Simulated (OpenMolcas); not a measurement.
## Tb3+ in MgO: curves along the breathing mode

Tb3+ with its 6 nearest oxide ions, on the Mg site of MgO (a = 4.2112 Å, distance in the model lattice 2.106 Å). The rest of the host is ab initio model potentials to 7.6 Å, with orthogonalisation functions on the cations behind the ligands, and point charges beyond; the distance is set by hand and nothing relaxes, and no local charge compensation is placed. Ligand basis ANO-RCC-VDZP.

```yaml
Program: OpenMolcas 26.06
Method: CASSCF
Basis: ANO-RCC-VDZP [7s6p4d2f1g]
Scalar_Hamiltonian: DKH2, point nucleus
Active_space: 8 electrons in 7 orbitals (4f)
State_averaging: 2S+1 = 7 even, 7 roots; 2S+1 = 5 even, 62 roots kept (CI in the orbitals of an earlier block); 2S+1 = 3 even, 3 roots kept (CI in the orbitals of an earlier block, 0 in the spin-orbit step)
Spin-orbit_coupling: state interaction with AMFI integrals over the reference wave functions
```

Spin-free energies (labels of O, the rotations of Oh) in cm-1 above the lowest fitted minimum, as all ligands move together:

```
R (Å)    7A2    7T2    7T1     5E    5T2    5A1    5T1
2.086   1240   2260   3750  27710  27780  30420  30510
2.136     80    990   2330  26450  26510  29250  29330
2.185   3310   4120   5340  29590  29640  32470  32550
2.234  10530  11260  12370  36730  36780  39680  39750
2.283  21530  22190  23210  47670  47710  50670  50740
2.332  36230  36840  37770  62310  62350  65370  65430
2.381  54680  55230  56100  80700  80730  83800  83860
```

Cubic fits give the following; the wavenumber is harmonic, with the mass of all moving ligands, small differences in it between states hang on the degree of the fit, a number in brackets counts states of one label, and the table is a selection of at most 14 states with clean curves.

```json
{"State": "7A2", "R0 (Å)": "2.123", "Breathing mode (cm-1)": "784", "Minimum (cm-1)": "0"}
{"State": "7T2", "R0 (Å)": "2.124", "Breathing mode (cm-1)": "785", "Minimum (cm-1)": "930"}
{"State": "7T1", "R0 (Å)": "2.126", "Breathing mode (cm-1)": "787", "Minimum (cm-1)": "2300"}
{"State": "5E", "R0 (Å)": "2.124", "Breathing mode (cm-1)": "785", "Minimum (cm-1)": "26390"}
{"State": "5T2", "R0 (Å)": "2.124", "Breathing mode (cm-1)": "785", "Minimum (cm-1)": "26450"}
{"State": "5A1", "R0 (Å)": "2.123", "Breathing mode (cm-1)": "784", "Minimum (cm-1)": "29170"}
{"State": "5T1", "R0 (Å)": "2.123", "Breathing mode (cm-1)": "784", "Minimum (cm-1)": "29260"}
{"State": "5E(2)", "R0 (Å)": "2.123", "Breathing mode (cm-1)": "784", "Minimum (cm-1)": "29310"}
{"State": "5T2(2)", "R0 (Å)": "2.124", "Breathing mode (cm-1)": "784", "Minimum (cm-1)": "29930"}
{"State": "5T1(2)", "R0 (Å)": "2.125", "Breathing mode (cm-1)": "785", "Minimum (cm-1)": "30460"}
{"State": "5E(3)", "R0 (Å)": "2.125", "Breathing mode (cm-1)": "785", "Minimum (cm-1)": "30700"}
{"State": "5T2(3)", "R0 (Å)": "2.125", "Breathing mode (cm-1)": "785", "Minimum (cm-1)": "30870"}
{"State": "5T2(4)", "R0 (Å)": "2.124", "Breathing mode (cm-1)": "785", "Minimum (cm-1)": "31190"}
{"State": "5T1(3)", "R0 (Å)": "2.125", "Breathing mode (cm-1)": "785", "Minimum (cm-1)": "31590"}
```

For an f ion spin-orbit coupling outweighs the ligand field, so these spin-free curves are not those of observable levels.

High states are left out of the spin-orbit mixing, which shifts the levels that they would mix with. Without dynamic correlation the ligand-field splitting of an f shell can come out too small, at times by half. No measured value stands beside these numbers.
